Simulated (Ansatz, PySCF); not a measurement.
C₄H₆BF, SMILES C#CB(F)CC.

Geometry optimised at PBE-D3(BJ)/def2-SVP. This is a generated structure with no PubChem entry under its InChIKey; it may be hypothetical. One conformer was computed; it need not be the lowest.

Vertical ionisation energy (IE) and electron affinity (EA) in eV. Rows of orbital energies are one-electron estimates. Where ΔSCF, EOM or ADC give a negative EA the extra electron is unbound and the value depends on the basis.

```csv
level,IE,EA
"−ε(HOMO), −ε(LUMO), CAM-B3LYP/def2-TZVP (PySCF)",…,…
"−ε(HOMO), −ε(LUMO), PBE/def2-TZVP (PySCF)",7.07,2.51
"ΔSCF, CAM-B3LYP/def2-TZVPD (Ansatz), final states of multiplicity 2 and 2",10.71,-0.29
"ΔSCF, PBE/def2-TZVPD (Ansatz), final states of multiplicity 2 and 2",10.13,-0.21
```

Q: Fill in the missing entries. (The exact figures need the calculation; the answer reports its results.)

A: 
- −ε(HOMO), −ε(LUMO), CAM-B3LYP/def2-TZVP (PySCF), IE: 9.70
- −ε(HOMO), −ε(LUMO), CAM-B3LYP/def2-TZVP (PySCF), EA: 0.45

Q: What vertical singlet–triplet gap does ΔSCF give with CAM-B3LYP/def2-TZVPD (Ansatz, a quantum-chemistry and plane-wave program) and with PBE/def2-TZVPD (Ansatz)? (Estimate from the structure and the level; the computed values follow.)

A: 4.39 and 4.35 eV (triplet above singlet where positive).
